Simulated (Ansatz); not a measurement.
This geometry of F2GeH2O + FH (8 atoms, charge 0, multiplicity 1) is a first-order saddle point.

All numbers below come from Ansatz 0.2.0, RKS PBE0-D4/def2-SVP.

```xyz
8
Properties=species:S:1:pos:R:3
Ge 0.122 -0.107 0.020
O -0.014 -0.130 1.949
H -0.899 -0.104 2.334
F 1.678 0.245 -0.626
H -0.639 1.209 -0.183
F -0.869 -1.232 -0.836
F 0.981 -1.721 0.843
H 0.514 -1.160 1.766
```

Q: Which two structures does it join? (They come from a converged band through this point; their orientation in space is the band's.)

A: Bonds broken: Ge1–O2, F7–H8. Bonds formed: Ge1–F7, O2–H8. F2GeH2O + FH becomes F3GeH + H2O.

First end point:

```xyz
8
Properties=species:S:1:pos:R:3
Ge -0.357 0.252 0.033
O -0.743 0.155 1.717
H -0.288 -0.609 2.118
F 1.331 -0.228 -0.113
H -0.569 1.619 -0.588
F -1.152 -0.970 -0.881
F 1.127 -1.839 1.848
H 1.524 -1.381 1.132
```

Last end point:

```xyz
8
Properties=species:S:1:pos:R:3
Ge 0.409 -0.112 -0.127
O -0.476 -0.267 2.090
H -1.197 -0.893 1.931
F 1.060 -0.208 -1.725
H 0.197 1.361 0.148
F -0.980 -1.132 -0.306
F 1.641 -0.954 0.752
H 0.221 -0.795 2.504
```

Q: How far does it lie above each of them?

A: 19.1 kcal/mol above the first and 25.0 kcal/mol above the second. This is the barrier of this one path; another mechanism may lie lower. The orbitals stay closed-shell, which can raise the energy where a bond breaks towards radicals; this wasn't checked here.

Run time: 4.5 min on 2 threads of Arm Neoverse V1, with other jobs on the host, peak memory 0.28 GiB.
